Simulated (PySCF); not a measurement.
Stretching AsN

Set-up: PySCF, no relativity, basis sets As def2-TZVPP, N def2-TZVPP. Energies in eV from As + N in their ground configurations at the same level. State: triplet, unpaired electrons π ↑↑, a mixture of terms (⟨Lz²⟩ = 2.0), a second solution, started from another occupation.

All columns are PBE0. A positive dipole means As(−)N(+).

| R (Å) | E (eV) | μ (D) | Mulliken charge on As (basis-dependent) | HOMO (eV) | LUMO (eV) | Mayer bond order | ⟨S²⟩ |
| --- | --- | --- | --- | --- | --- | --- | --- |
| 1.381 | 2.501 | -1.35 | 0.30 | -4.91 | -6.46 | 1.75 | 2.01 |
| 1.445 | 0.690 | -1.53 | 0.30 | -5.14 | -6.11 | 1.79 | 2.01 |
| 1.510 | -0.536 | -1.69 | 0.30 | -5.36 | -5.79 | 1.81 | 2.01 |
| 1.558 | -1.164 | -1.80 | 0.30 | -5.52 | -5.58 | 1.83 | 2.01 |
| 1.606 | -1.597 | -1.89 | 0.29 | -5.68 | -5.39 | 1.85 | 2.01 |
| 1.654 | -1.875 | -1.97 | 0.28 | -5.83 | -5.21 | 1.86 | 2.01 |
| 1.718 | -2.059 | -2.07 | 0.27 | -6.02 | -5.01 | 1.88 | 2.02 |
| 1.799 | -2.074 | -2.12 | 0.26 | -6.23 | -4.79 | 1.84 | 2.08 |
| 1.895 | -1.916 | -2.04 | 0.23 | -6.43 | -4.57 | 1.66 | 2.28 |
| 2.024 | -1.581 | -1.92 | 0.20 | -6.62 | -4.34 | 1.41 | 2.55 |

⟨S²⟩ of the unrestricted solution departs from its pure value on part of the curve, where spin states mix. Spin–orbit coupling is left out.

At some distances an empty level lies below a filled one, because the occupation is held.
